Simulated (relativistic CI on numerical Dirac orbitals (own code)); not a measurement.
# Tm3+: N4,5 absorption edge

Computed with this model: Dirac-Coulomb-Breit CI, orbitals from a KLI potential per configuration, model QED (radiative potential, 1s self-energy scaled to tabulated hydrogen-like ionisation energies), valence Slater integrals scaled by 0.9, multiplet model of core-to-valence dipole absorption; configurations [Xe] 4f12 → [Kr] 4d9 4f13 5s2 5p6; 10 K; Lorentzian 0.3 eV and Gaussian 0.2 eV FWHM. Energies are those of the free ion, without screening or charge transfer. The branching ratio is the share of the lower-energy edge in the whole absorption, uncertain by about 0.02 where the edges overlap. S is read from ⟨S²⟩ = S(S + 1).

Field parameters in Wybourne normalisation. The field is a parameter set, without covalency.

free ion: ground-state S = 1.00, centroid 181.24 eV. Peaks (eV, height): 174.1 (28), 177.7 (12), 183.5 (100).

D4h, B20 = 2080, B40 = -400, B44 = -210, B60 = -150, B64 = 550 cm⁻¹: ground-state S = 0.99, centroid 181.26 eV. Peaks (eV, height): 174.1 (27), 177.8 (11), 183.5 (100).

Strongest unbroadened transitions for D4h, B20 = 2080, B40 = -400, B44 = -210, B60 = -150, B64 = 550 cm⁻¹:

| Energy (eV) | Relative strength |
| --- | --- |
| 174.12 | 26.3 |
| 174.15 | 0.3 |
| 174.17 | 0.1 |
| 174.21 | 0.2 |
| 175.24 | 0.1 |
| 177.75 | 6.2 |
| 177.76 | 4.9 |
| 177.79 | 0.1 |
| 177.82 | 0.0 |
| 178.56 | 0.0 |
| 178.97 | 0.0 |
| 183.47 | 0.1 |
| 183.48 | 100.0 |
| 183.49 | 0.0 |
| 183.52 | 0.9 |
| 183.54 | 0.0 |
| 196.16 | 0.3 |
| 196.17 | 0.2 |
